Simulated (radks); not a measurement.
Task: Pt IV, configuration [Xe] 4f14 5d7. All-electron calculation, scalar-relativistic Kohn-Sham, r2SCAN, spin-polarised, spherical densities, finite nucleus; open shells are filled with parallel spins first (spin-orbit coupling, left out, can overturn this in heavy ions); meta-GGA in the generalised Kohn-Sham scheme; Fermi nuclear charge, rms radius 5.427 fm. Program: a radial shooting solver on a logarithmic mesh with Libxc functionals. Some entries of the table are withheld. Estimate them.

| orbital | occ. | eigenvalue (hartree) | <1/r> (bohr^-1) | <r> (bohr) |
|---|---|---|---|---|
| 1s down | 1 | -2886.011 | 93.91 | 0.01715 |
| 1s up | 1 | -2886.010 | 93.91 | 0.01715 |
| 2s up | 1 | -509.1159 | 22.03 | 0.07235 |
| 2s down | 1 | -509.1032 | 22.03 | 0.07235 |
| 2p up | 3 | -441.3703 | 19.67 | 0.06523 |
| 2p down | 3 | -441.3604 | 19.67 | 0.06523 |
| 3s up | 1 | -120.9838 | 8.177 | 0.1869 |
| 3s down | 1 | -120.9822 | 8.177 | 0.1869 |
| 3p up | 3 | -101.1662 | 7.473 | 0.1880 |
| 3p down | 3 | -101.1636 | 7.473 | 0.1880 |
| 3d up | 5 | -79.61801 | 7.030 | 0.1705 |
| 3d down | 5 | -79.61044 | 7.029 | 0.1705 |
| 4s up | 1 | -27.25896 | 3.489 | 0.4150 |
| 4s down | 1 | -27.24876 | 3.488 | 0.4151 |
| 4p up | 3 | -20.73063 | 3.158 | 0.4415 |
| 4p down | 3 | -20.72184 | 3.157 | 0.4416 |
| 4d up | 5 | -12.75739 | 2.825 | 0.4681 |
| 4d down | 5 | -12.74683 | 2.825 | 0.4680 |
| 5s up | 1 | -5.14666 | 1.410 | (1) |
| 5s down | 1 | -5.07473 | 1.420 | (2) |
| 4f up | 7 | -3.91624 | 2.388 | 0.5164 |
| 4f down | 7 | -3.90024 | 2.392 | 0.5147 |
| 5p up | 3 | -3.43778 | 1.203 | (3) |
| 5p down | 3 | -3.34695 | 1.213 | (4) |
| 5d up | 5 | -1.47537 | 0.8782 | 1.473 |
| 5d down | 2 | -1.37094 | 0.8763 | 1.484 |

Result: 
(1) 5s up <r> (bohr): 0.9550
(2) 5s down <r> (bohr): 0.9499
(3) 5p up <r> (bohr): 1.097
(4) 5p down <r> (bohr): 1.090
